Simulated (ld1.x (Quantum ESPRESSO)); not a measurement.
## P (Z = 15), TM: configuration errors across variants

* Element: P
* Generator: ld1.x (Quantum ESPRESSO) 7.5
* Type: norm-conserving Troullier–Martins (Kleinman–Bylander form)
* Functional: LDA (PZ)
* Relativity: scalar-relativistic
* Frozen core: [Ne]
* Valence charge: 5
* Reference configuration: 3s2 3p2.75 (charge +0.25)
* Partial waves: 3p (bound): rc 1.45 bohr; 3s (bound): rc 1.65 bohr
* Local potential: the s channel
* Core correction: none

All-electron excitation energies from the reference (eV): (1) 3s2 3p3 -1.651; (2) 3s2 3p2 8.170; (3) 3s2 3p1 27.419; (4) 3s2 3p2.5 2.170; (5) 3s2 3p3.3 -2.987; (6) 3s0 3p5 15.485; (7) 3s1 3p3 17.242; (8) 3s2 3p2.75 spin -1.345; (9) 3s2 3p3 spin -3.161.

Spin tests fill each open shell by Hund’s rule, majority spin first.

Errors AE − PS in meV (a dash: test not solved or not reliable):

```csv
change,(1),(2),(3),(4),(5),(6),(7),(8),(9),bound ghosts
base,+0.3,+2.9,+31,+0.2,+0.9,+12,+11,+109,+117,none
wave 3p (bound): rc 1.45 bohr becomes 3p (bound): rc 0.90 bohr,+0.3,+5.0,+45,+0.4,+1.1,+141,+44,+252,+265,none
wave 3p (bound): rc 1.45 bohr becomes 3p (bound): rc 1.12 bohr,+0.3,+3.4,+31,+0.3,+0.9,+46,+20,+115,+123,none
wave 3p (bound): rc 1.45 bohr becomes 3p (bound): rc 1.36 bohr,+0.3,+2.9,+30,+0.2,+0.9,+14,+12,+108,+116,none
wave 3p (bound): rc 1.45 bohr becomes 3p (bound): rc 1.52 bohr,+0.3,+2.9,+31,+0.1,+0.9,+11,+11,+110,+119,none
wave 3p (bound): rc 1.45 bohr becomes 3p (bound): rc 1.76 bohr,+0.3,+2.9,+32,+0.1,+0.9,+9.3,+9.9,+112,+120,none
wave 3p (bound): rc 1.45 bohr becomes 3p (bound): rc 1.90 bohr,+0.3,+2.9,+32,+0.1,+0.9,+9.7,+10,+111,+120,none
wave 3p (bound): rc 1.45 bohr becomes 3p (bound): rc 1.98 bohr,+0.3,+2.9,+31,+0.1,+0.9,+10,+10,+111,+120,none
wave 3p (bound): rc 1.45 bohr becomes 3p (bound): rc 2.14 bohr,+0.3,+2.8,+30,+0.1,+0.9,+12,+11,+111,+119,none
```

(1) Give the same row for: wave 3p (bound): rc 1.45 bohr becomes 3p (bound): rc 1.26 bohr.

Results:

(1) +0.3, +3.0, +30, +0.2, +0.9, +20, +14, +107, +115; bound ghosts: none.
